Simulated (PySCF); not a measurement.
```xyz
10

N     -1.0506    -0.9461    -0.2041
B      0.0000     0.0002     0.0000
N      1.3632    -0.4257    -0.0389
N     -0.3127     1.3737     0.2431
H     -2.0234    -0.7056    -0.1584
H     -0.8887    -1.9272    -0.3367
H      1.6358    -1.3849    -0.1487
H      2.1352     0.1885     0.1436
H     -1.2465     1.7377     0.1936
H      0.3877     2.0894     0.3065
```

Charge 0, multiplicity 1.

### Question
Give the Mulliken and meta-Löwdin atomic charges from PBE-D3(BJ)/def2-TZVP // B3LYP-D3(BJ)/def2-TZVP run with PySCF.

### Answer

```json
[
 {"atom": "N1", "Mulliken (e)": "-0.54", "meta-Löwdin (e)": "-0.52"},
 {"atom": "B2", "Mulliken (e)": "0.38", "meta-Löwdin (e)": "0.20"},
 {"atom": "N3", "Mulliken (e)": "-0.54", "meta-Löwdin (e)": "-0.52"},
 {"atom": "N4", "Mulliken (e)": "-0.54", "meta-Löwdin (e)": "-0.53"},
 {"atom": "H5", "Mulliken (e)": "0.21", "meta-Löwdin (e)": "0.23"},
 {"atom": "H6", "Mulliken (e)": "0.21", "meta-Löwdin (e)": "0.23"},
 {"atom": "H7", "Mulliken (e)": "0.21", "meta-Löwdin (e)": "0.23"},
 {"atom": "H8", "Mulliken (e)": "0.21", "meta-Löwdin (e)": "0.23"},
 {"atom": "H9", "Mulliken (e)": "0.21", "meta-Löwdin (e)": "0.23"},
 {"atom": "H10", "Mulliken (e)": "0.21", "meta-Löwdin (e)": "0.23"}
]
```
